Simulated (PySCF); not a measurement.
Computed magnetic data of one metal complex (SC-NEVPT2 in the d shell, PySCF, with spin-orbit coupling):

```csv
T / K,χT / cm³ K mol⁻¹,μeff / μB
2,4.523,6.01
5,4.547,6.03
10,4.586,6.06
20,4.665,6.11
30,4.743,6.16
50,4.889,6.25
75,5.022,6.34
100,5.095,6.38
150,5.127,6.40
200,5.080,6.37
250,5.002,6.32
300,4.913,6.27
```

Powder magnetisation at 2 K: 1.71 μB at 0.5 T, 2.47 μB at 1 T, 2.88 μB at 2 T, 2.98 μB at 3 T, 3.03 μB at 5 T, 3.06 μB at 7 T.

**Question.** Which of these complexes, all computed at model or optimised geometries, gave the data?
A. [Mn(H2O)6]3+ (d4, octahedral)
B. [CrCl4]2- (d4, tetrahedral)
C. [Fe(SH)4]2- (d6, tetrahedral)
D. FeI2 (d6, linear)

**Answer.** D. FeI2 (d6, linear) has NEVPT2: 2S+1 = 5, 6.27 μB at 300 K, 6.06 μB at 10 K, 3.06 μB at 7 T. The others: [Mn(H2O)6]3+ (d4, octahedral) has NEVPT2: 2S+1 = 5, 4.86 μB at 300 K, 4.37 μB at 10 K, 2.78 μB at 7 T; [Fe(SH)4]2- (d6, tetrahedral) has NEVPT2: 2S+1 = 5, 5.11 μB at 300 K, 4.82 μB at 10 K, 2.91 μB at 7 T; [CrCl4]2- (d4, tetrahedral) has NEVPT2: 2S+1 = 5, 4.66 μB at 300 K, 3.22 μB at 10 K, 1.65 μB at 7 T.

On FeI2: No frequencies were computed for the optimised geometry.
